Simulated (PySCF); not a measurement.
InH2, SMILES [InH2], multiplicity 2. The structure is a stationary point at B3LYP-D3(BJ)/def2-TZVPD. The def2 effective core potentials stand for the cores of In; spin–orbit coupling is left out.

These are B3LYP-D3(BJ)/def2-TZVPD (PySCF 2.14.0) values and carry that method's errors.

Harmonic wavenumbers (cm⁻¹): 601, 1556, 1631. Rotational constants (GHz): 324.9, 106.3, 80.08; symmetry number 2.

### Question
Work out the zero-point energy and the ideal-gas rigid-rotor harmonic-oscillator thermochemistry at 298.15 K and 1 atm.

### Answer
ZPE = ½ Σ hcν = ½ × 3789 cm⁻¹ = 5.42 kcal/mol. H − E(el) = 7.89 kcal/mol. Entropy in cal/(mol K): translation 40.18, rotation 14.04, vibration 0.46, spin 1.38, total 56.06. G − E(el) = -8.82 kcal/mol. Cp = 9.09 cal/(mol K).
